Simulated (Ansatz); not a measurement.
C3H6Si, SMILES `CC=C=[SiH2]` (charge 0, multiplicity 1).

Cartesian coordinates (Å):
```xyz
10

C     -1.6631    -0.1751     0.6674
C     -0.6369     0.2725    -0.3348
C      0.6595     0.1624    -0.2000
Si     2.3182    -0.0010     0.0161
H     -1.1902    -0.6157     1.5433
H     -2.3368    -0.9105     0.2182
H     -2.2804     0.6709     0.9831
H     -1.0383     0.7247    -1.2441
H      3.0435    -1.1900    -0.4537
H      3.1245     1.0618     0.6334
```
Charge 0, multiplicity 1.

Frozen-core energies in 6-31g from Ansatz (an electronic-structure program) at a geometry from B3LYP-D3(BJ)/def2-TZVP; the HF reference has <S^2> = 0.00 (restricted, and unstable towards unrestricted orbitals) and the T1 diagnostic is 0.011.

```tsv
level	energy (Ha)
HF	-405.82528
MP2	-406.15289
CCSD	-406.19920
```

Q: Estimate the energies of CCSD(T), CCSDT and CCSDT(Q), and give each level's difference from CCSDT(Q).

A: 
```tsv
level	energy (Ha)	difference from CCSDT(Q) (mHa)
MP2	-406.15289	60.01
CCSD	-406.19920	13.70
CCSD(T)	-406.21127	1.62
CCSDT	-406.21195	0.95
CCSDT(Q)	-406.21289	0.00
```
